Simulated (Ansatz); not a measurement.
Cartesian coordinates in Å:
```
O 1.217 -1.695 -0.240
C 0.047 -1.809 -0.443
Se -1.285 -0.481 -0.049
C -0.026 0.910 0.557
O 0.458 1.724 -0.455
H -0.410 -2.718 -0.874
H -0.557 1.455 1.342
H 0.817 0.363 0.976
H -0.262 2.251 -0.813
```

Charge 0, multiplicity 1.

**Question.** List the PBE/def2-TZVPP orbital energies in eV (the Gaussian-basis code of Ansatz). (An estimate is asked.)

**Answer.** Ansatz gave: Occupied: -12302.56, -1562.54, -1403.32, -1403.29, -1403.25, -510.95, -510.65, -271.85, -271.25, -205.54, -150.87, -150.77, -150.63, -53.96, -53.96, -53.84, -53.77, -53.75, -26.81, -26.42, -19.00, -16.74, -14.50, -13.16, -11.71, -11.26, -10.63, -10.23, -9.96, -8.24, -6.80, -6.23, -6.17. Lowest empty: -2.05, -1.15, 0.18, 0.30, 1.53, 1.91, 2.24, 2.57.
